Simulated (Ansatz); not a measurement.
System: CClF3, charge 0, singlet. CClF3 (SMILES FC(F)(F)Cl).
B3LYP-D3(BJ)/def2-TZVP minimum from Ansatz (a program for electronic structure):
```
C
F 1 1.3301
F 1 1.3301 2 108.66
F 1 1.3301 2 108.66 3 -118.07
Cl 1 1.7698 2 110.27 3 120.96
```

Total energies in hartree (Ansatz). UHF or UKS for unpaired electrons; spin-orbit terms are left out. Cores are frozen in correlated methods. No relativity.

```tsv
species	HF/cc-pV(T+d)Z	CCSD(T)/cc-pV(T+d)Z	HF/cc-pV(Q+d)Z	CCSD(T)/cc-pV(Q+d)Z	CCSD(T)/cc-pV(D+d)Z	CCSDT(Q)/cc-pV(D+d)Z
1: CClF3 (chloro(trifluoro)methane, SMILES FC(F)(Cl)F)	-795.83392	-796.98203	-795.86455	-797.11253	-796.56644	-796.56890
2: F (doublet)	-99.40552	-99.62036	-99.41377	-99.65026	-99.52757	-99.52776
3: C (triplet)	-37.69157	-37.78076	-37.69331	-37.78654	-37.76038	-37.76071
4: Cl (doublet)	-459.48556	-459.67356	-459.48916	-459.69449	-459.60403	-459.60445
```

Task: Work out the atomisation energy (electronic, to ground-state atoms) in kcal/mol: take Hartree-Fock from cc-pV(Q+d)Z, extrapolate the CCSD(T) correlation energy as X^-3 (X = 3, 4), and add CCSDT(Q) - CCSD(T) in cc-pV(D+d)Z. 1 hartree = 627.51 kcal/mol.

Result: 
Species 1: correlation (64·(-1.24798) - 27·(-1.14811))/37 = -1.32086; step -0.00246; E1 = -795.86455 + (-1.32086) + (-0.00246) = -797.18787
Species 2: correlation (64·(-0.23649) - 27·(-0.21484))/37 = -0.25229; step -0.00019; E2 = -99.41377 + (-0.25229) + (-0.00019) = -99.66625
Species 3: correlation (64·(-0.09323) - 27·(-0.08919))/37 = -0.09618; step -0.00033; E3 = -37.69331 + (-0.09618) + (-0.00033) = -37.78982
Species 4: correlation (64·(-0.20533) - 27·(-0.18800))/37 = -0.21798; step -0.00042; E4 = -459.48916 + (-0.21798) + (-0.00042) = -459.70756
-1·E1 +3·E2 +1·E3 +1·E4 = 0.69174 hartree = 434.1 kcal/mol.
